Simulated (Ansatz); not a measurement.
Species: C$_{4}$H$_{8}$Si, SMILES `C=C/C=C\[SiH3]` (C–C–C–C torsion 180°) (charge 0, multiplicity 1), formula C4H8Si.

### Question
How many basis functions does frozen-core CCSD(T)/cc-pVTZ // PBE-D3(BJ)/def2-TZVP (Ansatz, a program for electronic structure) use, how many core orbitals are frozen, and how many electrons are correlated?

### Answer
266 basis functions and 9 frozen orbitals, which leaves 28 correlated electrons. Core time is of the order of minutes.
